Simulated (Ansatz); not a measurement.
```yaml
crystal:
  periodic: [false, false, false]
  atoms:
    - {symbol: Cu, position_ang: [-0.024492, -1.243994, -0.015769]}
    - {symbol: Cu, position_ang: [-0.743392, 0.997660, 0.019935]}
    - {symbol: O, position_ang: [0.767894, 0.246325, -0.004166]}
basis:
  gaussian: {orbitals: cc-pVDZ}
total_charge: -1
magnetization: {spin_polarized: true, initial_magnetization: 1}
hamiltonian: {xc: {name: B97}}
output: {forces: true}
```

```sh
$ ansatz run in.yaml --threads 2 --pin off --events-out ev --progress --plain --max-ram 4352MiB
```

Output, abridged:

```
Functional definition: B97
1059 factors; integrals over basis functions are off by at most 9.5e-4 eV
mean field evaluation 1: about -91306.6885 eV, gradient 9.8e1 eV
mean field evaluation 2: about -91221.3646 eV, gradient 2.4e2 eV
mean field evaluation 4: about -91314.3324 eV, gradient 5.2e1 eV
mean field evaluation 8: about -91325.2185 eV, gradient 3.4e-1 eV
mean field evaluation 16: about -91325.2199 eV, gradient 3.9e-3 eV
mean field evaluation 32: about -91324.6452 eV, gradient 6.9e-2 eV
mean field evaluation 64: about -91325.2199 eV, gradient 3.5e-5 eV
mean field -91325.21991988 eV, -3356.1399295984 hartree, gradient 3.5e-5 eV, S^2 0.767975; 9 other end points of the search recorded, 0 dependent functions left out
reference -91325.21994387 eV, -3356.1399304800 hartree; 34, 33 occupied and 66, 67 virtual orbitals, 1059 factors
Total energy: -91325.21994387 eV, -3356.1399304800 hartree
Atom 0 at    -0.024492    -1.243994    -0.015769 Å, force    -1.039258    -3.310534    -0.032661 eV/Å
Atom 1 at    -0.743392     0.997660     0.019935 Å, force    -2.770683     2.088355     0.053330 eV/Å
Atom 2 at     0.767894     0.246325    -0.004166 Å, force     3.809941     1.222178    -0.020670 eV/Å
Dipole moment:    -0.191331    -0.061376     0.001038 e Å
```

Run time 65 s (2 threads of Arm Neoverse V1 on a shared host).

The highest occupied level of an anion often lies above zero with these methods, and sets without diffuse functions describe the outer electron poorly.

The dipole of an ion depends on the origin.
